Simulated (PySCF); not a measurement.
## Electron correlation in Cl⁻ (chlorine, charge -1)

[Ar], closed-shell 1S. Calculation: PySCF 2.14, in def2-TZVPPD (6s6p4d1f, 51 functions); no relativity, point nucleus. Frozen: 1s2; 16 electrons correlated.

```tsv
level	correlation energy (mhartree)
CCSD	-377.04
(T)	-10.46
CCSD(T)	-387.50
```

Diagnostics: T1 = 0.0052, D1 = 0.0111, largest double amplitude 0.037.

Is a single reference adequate?

Yes: T1 lies below 0.03 and no double amplitude reaches 0.07.

This basis was not built for core-valence correlation, so the inner-shell part is incomplete.
